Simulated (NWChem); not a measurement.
Molecule: CH3FTe; SMILES F[Te]C

```xyz
6

Te     0.3707     0.0376     0.0000
F     -1.0052     1.4508     0.0000
C     -1.0636    -1.5759     0.0001
H     -0.4813    -2.5194    -0.0078
H     -1.6890    -1.5149    -0.9088
H     -1.6807    -1.5244     0.9151
```
Atoms are numbered in this order, from 1.

Computed with NWChem. Structure relaxed at the PBE-D3(BJ)/def2-SVP level. def2 effective core potentials on Te; no spin-orbit coupling. Ions are spin-unrestricted doublets at the neutral geometry; other ion states weren't tried.

For level BHandHLYP/def2-SVPD:

```yaml
"−ε(HOMO) (eV)": 7.30
```

**Question.** What are these values for level B3LYP/def2-SVPD?

**Answer.** The −ε(HOMO) (eV) is 6.09.
